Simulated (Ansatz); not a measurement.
```yaml
atoms:
  - { symbol: C, position_ang: [0.0473, -0.0721, -0.1255] }
  - { symbol: H, position_ang: [-0.0184, 0.9109, 0.6502] }
  - { symbol: H, position_ang: [0.1560, -0.8733, 0.5090] }
```

Basis set: 6-31G (spherical functions). Frozen core: 1 orbital. Charge 0, multiplicity 1.

Computed with Ansatz (development build ahead of 0.2.0); each method stands on the lowest determinant of its kind that the runs found. Restricted open shells among the atoms or ions are ROHF, correlated in semicanonical orbitals with singles.

The atomization energy at this shape (free ground-state atoms in the same class of orbitals less the molecule, no zero-point energy) of singlet CH₂:

| method | atomization energy |
| --- | --- |
| RHF | 103.98 kcal/mol |

Problem. What does RHF-MP2 give?

Solution. 130.47 kcal/mol. Caution: another spin multiplicity may lie lower; the shape is not the minimum.

This basis has no polarisation functions and is too small for such energies, which can lie far from measured ones in either direction.
